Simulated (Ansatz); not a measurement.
Two isomers of C2H5FSSi: A = `C[Si@H]1S[C@H]1F`, B = `F[Si]1(S)CC1`.

Gas-phase electronic energies from Ansatz, PBE0-D4/def2-TZVP geometries. CBS: MP2 limit from def2 TZ/QZ plus the TZ coupled-cluster correction, frozen cores. DFT in def2-TZVPP. Each species was taken in one conformer, which may not be the lowest.

(1) Which is lower in electronic energy at CCSD(T)/CBS, and by how much? (An estimate is asked.)

(2) Give E(B) − E(A) in kcal/mol with B2PLYP, r2SCAN-D4, ωB97M-V, HF/def2-TZVPP, PBE0-D4, MP2/def2-TZVPP, PBE-D4. (Estimate.)

Largest T1 diagnostic: 0.013.

Results:

(1) Computed: B, by 38.2 kcal/mol.

(2) Computed: B2PLYP -37.5, r2SCAN-D4 -36.3, ωB97M-V -37.3, HF/def2-TZVPP -39.9, PBE0-D4 -35.5, MP2/def2-TZVPP -39.7, PBE-D4 -33.2. None reverses the order clearly.

From PBE to PBE0 (25 % exact exchange), in def2-TZVPP and without D4, E(B) − E(A) moves by −2.3 kcal/mol.
